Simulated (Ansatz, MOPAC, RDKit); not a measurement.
Molecule: C$_{2}$H$_{2}$F$_{2}$ (charge 0, singlet). SMILES: F/C=C/F

Atoms: F1, C2, C3, F4, H5, H6. Bonds: F1-C2, C2-C3, C2-H5, C3-F4, C3-H6.

Bond lengths (Å) and angles (degrees) optimised at UFF with RDKit; AM1 with MOPAC; PM7 with MOPAC; MP2/6-31G* with Ansatz (a quantum-chemistry and plane-wave program), each started from the B3LYP-D3(BJ)/def2-TZVP structure (Ansatz) of the last column. A row stands for all coordinates that are equal there. 6-31G* holds six Cartesian d functions. No wavenumbers were computed at UFF, MP2/6-31G*, so these may be saddle points.

```
coordinate    UFF    AM1    PM7  MP2/6-31G*  B3LYP-D3(BJ)/def2-TZVP
----------  -----  -----  -----  ----------  ----------------------
F1-C2       1.358  1.348  1.328       1.354                   1.345
C2-C3       1.332  1.357  1.340       1.330                   1.320
C2-H5       1.085  1.102  1.091       1.082                   1.081
F1-C2-C3    120.2  121.3  118.2       119.7                   120.2
F1-C2-H5    119.5  114.5  113.9       114.8                   114.5
C3-C2-H5    120.3  124.1  128.0       125.4                   125.3
```

Mean signed difference of all 5 bond lengths from B3LYP-D3(BJ)/def2-TZVP: UFF 0.009 Å, AM1 0.017 Å, PM7 0.001 Å, MP2/6-31G* 0.006 Å.
